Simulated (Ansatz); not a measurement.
A relaxation, step by step

GeH2ClF3, singlet, PBE0-D4/def2-TZVP (Ansatz 0.2.0). Settings:

```yaml
hamiltonian: {xc: pbe0, dispersion: d4}
relax: {f_tol: 0.005, max_steps: 200}
```

Start, a step off a saddle point along its unstable mode:

```xyz
7
angstrom
Ge -0.3230 0.2940 -0.1205
Cl 0.8196 -1.2051 -1.3668
F -1.2051 0.8438 -1.4363
F -1.5630 -0.2104 0.9642
F 0.3999 1.7496 0.4544
H 1.0242 -0.9060 0.4615
H 0.8474 -0.5657 1.0436
```

| step | energy less the last (meV) | largest force component (eV/Å) |
| --- | --- | --- |
| 1 | 1679.5 | 3.954 |
| 2 | 813.0 | 1.014 |
| 3 | 392.4 | 1.032 |
| 4 | 170.3 | 0.380 |
| 5 | 68.9 | 0.490 |
| 6 | 21.7 | 0.244 |
| 7 | 7.4 | 0.036 |
| 8 | 3.5 | 0.047 |
| 9 (rejected trial) | 4.6 | 0.265 |
| 10 | 2.1 | 0.033 |
| 11 | 0.3 | 0.015 |
| 12 | 0.1 | 0.002 |
| 13 | 0.0 | 0.002 |
| 14 | 0.0 | 0.001 |

Step 8, positions (Å) and forces (eV/Å):

| atom | x | y | z | Fx | Fy | Fz |
| --- | --- | --- | --- | --- | --- | --- |
| Ge1 | -0.571 | 0.411 | -0.609 | 0.045 | -0.047 | -0.004 |
| Cl2 | 0.511 | -0.978 | -1.728 | -0.003 | 0.000 | -0.010 |
| F3 | -1.665 | 1.253 | -1.596 | -0.039 | 0.032 | -0.020 |
| F4 | -1.463 | -0.340 | 0.624 | -0.033 | -0.007 | 0.008 |
| F5 | 0.450 | 1.556 | 0.120 | 0.010 | 0.034 | -0.001 |
| H6 | 1.541 | -1.193 | 1.368 | -0.011 | 0.020 | 0.032 |
| H7 | 1.198 | -0.709 | 1.822 | 0.030 | -0.032 | -0.005 |

Step 11, positions (Å) and forces (eV/Å):

```json
{"atom": "Ge1", "x": "-0.598", "y": "0.432", "z": "-0.637", "Fx": "0.005", "Fy": "-0.009", "Fz": "-0.009"}
{"atom": "Cl2", "x": "0.490", "y": "-0.961", "z": "-1.745", "Fx": "0.002", "Fy": "-0.003", "Fz": "-0.003"}
{"atom": "F3", "x": "-1.692", "y": "1.270", "z": "-1.629", "Fx": "-0.012", "Fy": "0.011", "Fz": "-0.008"}
{"atom": "F4", "x": "-1.498", "y": "-0.317", "z": "0.593", "Fx": "-0.001", "Fy": "0.000", "Fz": "0.008"}
{"atom": "F5", "x": "0.419", "y": "1.583", "z": "0.087", "Fx": "0.002", "Fy": "0.004", "Fz": "0.007"}
{"atom": "H6", "x": "1.607", "y": "-1.243", "z": "1.434", "Fx": "-0.010", "Fy": "0.014", "Fz": "0.015"}
{"atom": "H7", "x": "1.272", "y": "-0.763", "z": "1.898", "Fx": "0.013", "Fy": "-0.015", "Fz": "-0.008"}
```

Step 12, positions (Å) and forces (eV/Å):

```json
{"atom": "Ge1", "x": "-0.601", "y": "0.432", "z": "-0.645", "Fx": "0.000", "Fy": "0.001", "Fz": "0.002"}
{"atom": "Cl2", "x": "0.482", "y": "-0.958", "z": "-1.762", "Fx": "0.001", "Fy": "-0.001", "Fz": "-0.001"}
{"atom": "F3", "x": "-1.698", "y": "1.277", "z": "-1.628", "Fx": "-0.001", "Fy": "0.001", "Fz": "0.000"}
{"atom": "F4", "x": "-1.495", "y": "-0.321", "z": "0.587", "Fx": "-0.001", "Fy": "0.000", "Fz": "-0.002"}
{"atom": "F5", "x": "0.421", "y": "1.577", "z": "0.083", "Fx": "-0.001", "Fy": "0.001", "Fz": "-0.002"}
{"atom": "H6", "x": "1.610", "y": "-1.245", "z": "1.450", "Fx": "0.001", "Fy": "-0.001", "Fz": "0.000"}
{"atom": "H7", "x": "1.281", "y": "-0.763", "z": "1.916", "Fx": "0.002", "Fy": "0.000", "Fz": "0.002"}
```

Last step (14):

```
7
angstrom
Ge -0.6080 0.4366 -0.6519
Cl 0.4767 -0.9535 -1.7673
F -1.7041 1.2825 -1.6362
F -1.5034 -0.3168 0.5789
F 0.4130 1.5818 0.0763
H 1.6230 -1.2580 1.4661
H 1.3028 -0.7725 1.9342
```

The run took about 20 s on 8 CPU threads of an Intel Xeon Platinum 8488C (shared host).
